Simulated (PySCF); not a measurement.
A structure optimised at PBE-D3(BJ)/def2-SVP, used in a PySCF frequency run:

```
B
O 1 1.3600
H 2 0.9759 1 113.80
As 1 2.0568 2 116.62 3 -174.05
H 4 1.5371 1 94.07 2 -143.57
H 4 1.5372 5 93.49 1 -94.94
As 1 2.0658 2 123.43 3 5.91
H 7 1.5357 1 93.19 2 -134.18
H 7 1.5438 8 93.00 1 -95.23
```

**Question.** Write its SMILES and formula.

**Answer.** OB([AsH2])[AsH2], As2BH5O

**Question.** What are its rotational constants (standard atomic weights)?

**Answer.** 4.8520, 1.0151, 0.85175 GHz
